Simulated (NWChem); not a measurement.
System: C$_{2}$H$_{7}$S cation; SMILES C(C)[SH2+]

```xyz
10

C      0.3650    -1.6850     0.0000
C     -0.6639    -0.5756     0.0000
S      0.0286     1.1522     0.0000
H      1.0050    -1.6685    -0.9046
H      1.0050    -1.6685     0.9046
H     -0.1821    -2.6503     0.0000
H     -1.3209    -0.5631    -0.8950
H     -1.3209    -0.5631     0.8950
H      0.9640     1.0212     0.9973
H      0.9640     1.0212    -0.9973
```
Atoms are numbered in this order, from 1.

All runs: NWChem. Pople sets run with spherical d functions. Coordinates come from a PBE-D3(BJ)/def2-SVP optimisation. Atomic charges in e: unrestrained fits to the electrostatic potential beside Mulliken populations; buried atoms are poorly determined by the fit.

For level B3LYP/def2-SVP:

- Mulliken C1: -0.02
- Mulliken C2: -0.20

How do the values read with level Hartree-Fock/6-31G* instead?

The Mulliken C1 is -0.53 and the Mulliken C2 comes out as -0.52.
